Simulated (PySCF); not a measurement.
**Where the electron goes**

Compound: C3H11NO2Si.
Z-matrix (Å and degrees, GFN2-xTB geometry), rows numbered from 1:
```
C 
N   1  1.4438
Si  2  1.7137  1  123.72
O   3  1.6254  2  111.54  1   169.42
C   4  1.3933  3  128.20  2    62.67
O   3  1.6147  2  102.66  1    54.01
C   6  1.3956  3  128.14  2   171.28
H   1  1.0956  2  112.44  3    86.95
H   1  1.0857  2  108.05  3   -32.94
H   1  1.0917  2  110.00  3  -151.84
H   2  1.0081  1  111.69  3  -148.95
H   3  1.4729  2  115.10  1   -66.80
H   5  1.0912  4  108.09  3   164.56
H   5  1.0931  4  110.51  3   -76.20
H   5  1.0928  4  111.32  3    44.65
H   7  1.0911  6  107.88  3  -165.53
H   7  1.0913  6  111.05  3   -45.59
H   7  1.0934  6  110.48  3    75.26
```

Method: PySCF 2.14.0, density-fitted response routines, TDDFT PBE0/def2-SVPD, vertical, gas phase, core orbitals frozen in the response.

Kohn–Sham orbitals with the atoms that hold most of them (Löwdin shares over 4%, at most four atoms; ? is withheld):

| orbital | ε (eV) | atoms |
| --- | --- | --- |
| LUMO+2 | 1.02 | C7 24%, O4 11%, Si3 9%, H18 9% |
| LUMO+1 | 0.94 | C1 21%, Si3 13%, O6 10%, H10 8% |
| LUMO | 0.58 | C5 21%, Si3 17%, H11 14%, H14 9% |
| HOMO | ? | ? |
| HOMO-1 | -8.04 | ? |
| HOMO-2 | -8.25 | O4 43%, O6 19%, C5 11%, H14 6% |
| HOMO-3 | -8.77 | O6 46%, C7 14%, O4 11%, H17 7% |

Give the leading atoms of the HOMO-1.

O6 (bonded to C and Si) 38%; O4 (bonded to C and Si) 14%; Si3 (bonded to N, 2 O and H) 11%; H12 (bonded to Si) 10%. By element: oxygen 52%, silicon 11%, hydrogen 10% or more.

Which atoms hold the HOMO, and with what shares?

N2 (bonded to C, Si and H) 60%; C1 (bonded to N and 3 H) 12%; Si3 (bonded to N, 2 O and H) 8%; H8 (bonded to C) 6%.

What is the HOMO energy, and the HOMO–LUMO gap?

ε(HOMO) = -6.71 eV; the gap is 7.29 eV (0.2681 hartree).

How does S1 compare with the orbital gap of 7.29 eV?

S1 is at 6.03 eV (f = 0.0049), 1.26 eV below the gap, made of HOMO→LUMO (86%). Without the coupling terms of the response equations the lowest excitation would equal the gap.

Give energy, strength and leading configuration of S1 and S2, and follow the Löwdin shares of the leading atoms from the occupied to the empty orbital.

- S1 (6.03 eV, f 0.0049), HOMO→LUMO (86%): N2 60% → at most 9%, C1 12% → at most 9%, C5 at most 6% → 21%, Si3 8% → 17%
- S2 (6.38 eV, f 0.0048), HOMO→LUMO+1 (84%): N2 60% → at most 8%, C1 12% → 21%, Si3 8% → 13%

Löwdin shares depend on the basis, the more so with diffuse functions.

The run took about 90 s of CPU time (one thread, shared machine).

One conformer stands for the species.
